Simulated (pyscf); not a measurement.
PySCF, gas phase, ωB97X-D3(BJ)/def2-SVP geometries.

Problem. How much does it cost (ΔH, 298 K, ωB97M-D3(BJ)/def2-TZVP) to split H₃C–NH–CH₂–Sn(OH)(OH)–OH at its C–Sn bond into •H₂C–NH–CH₃ + HO–Sn•(OH)–OH?

Solution. C–Sn to •H₂C–NH–CH₃ + HO–Sn•(OH)–OH: 229.8 kJ/mol. The 7 functionals that were run give +202.0 (PBE) to +249.7 kJ/mol (ωB97X-D3(BJ)). •H₂C–NH–CH₃ lies 35.0 kJ/mol over its isomer H₃C–CH•–NH₂, and others may lie lower still (electronic energy, ωB97M-D3(BJ)). Other isomers of HO–Sn•(OH)–OH were not searched in full and may lie lower. Elements past Kr carry the def2 core potentials, without spin-orbit coupling.
